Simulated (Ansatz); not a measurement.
InH2(CN) (CH₂InN): single points at one geometry.

```yaml
crystal:
  periodic: [false, false, false]
  atoms:
    - {symbol: In, position_ang: [0.406326, 0.704655, 0.005106]}
    - {symbol: H, position_ang: [2.111149, 0.526406, 0.052954]}
    - {symbol: H, position_ang: [-0.599040, 2.093389, -0.028300]}
    - {symbol: C, position_ang: [-0.668082, -1.156225, -0.014590]}
    - {symbol: N, position_ang: [-1.250353, -2.168234, -0.015171]}
basis:
  gaussian: {orbitals: def2-TZVP, initial_orbitals: start.molden}
hamiltonian: {xc: {name: B2PLYP}}
scf: {omitted_lower_state_checks: [starts]}
```

The file start.molden holds the orbitals of an earlier run on this structure, at another level or in another basis.

```sh
$ ansatz run in.yaml --threads 4 --pin off --events-out ev --progress --plain --max-ram 3916MiB
```

Output, abridged:

```
Functional definition: B2PLYP
982 factors; integrals over basis functions are off by at most 1.0e-3 eV
mean field evaluation 1: about -7719.6405 eV, gradient 6.1e0 eV
mean field evaluation 2: about -7719.7184 eV, gradient 8.0e-2 eV
mean field evaluation 4: about -7719.7970 eV, gradient 1.1e-3 eV
mean field evaluation 8: about -7719.7970 eV, gradient 1.6e-6 eV
mean field -7719.79695920 eV, -283.6973055844 hartree, gradient 1.6e-6 eV, S^2 0.000000; 0 other end points of the search recorded, 0 dependent functions left out
6 core orbitals not correlated: weight in the atoms' cores, before any rotation towards them, 1.000 or more for the frozen orbitals, at most 0.000 for the correlated occupied ones
reference -7719.79711564 eV, -283.6973113334 hartree; 12, 12 occupied and 106, 106 virtual orbitals, 982 factors
second order -20.68395334 eV of doubles, -0.00000000 eV of singles
Total energy: -7725.38178304 eV, -283.9025440750 hartree
Checks for a lower state left out: starts
```

Run time 1.3 s (4 threads of Arm Neoverse V2 on a shared host).

First input, but with `hamiltonian: {xc: r2scan, dispersion: d4}`, `output: {forces: true, orbitals: {seedname: orbitals}}` (abridged; 1.4 s):

```
Functional definition: r2SCAN
mean field -7733.55555799 eV, -284.2029247640 hartree, gradient 2.3e-5 eV, S^2 0.000000
Total energy: -7733.57284541 eV, -284.2035600650 hartree
Atom 0 force     0.009981     0.017707    -0.001209 eV/Å
Atom 1 force    -0.178592     0.014210    -0.005277 eV/Å
Atom 2 force     0.101269    -0.147993     0.003117 eV/Å
Atom 3 force    -0.427509    -0.745961     0.007161 eV/Å
Atom 4 force     0.494851     0.862037    -0.003792 eV/Å
Dipole moment:     0.460764     0.799221     0.005152 e Å
Checks for a lower state left out: starts
```

Geometry: PBE-D4/def2-TZVP.

In the def2 sets In takes a core potential; there is no spin–orbit coupling. Correlated methods freeze 6 core orbitals; core or outer-core shells of In are correlated, in sets that lack core-valence functions.
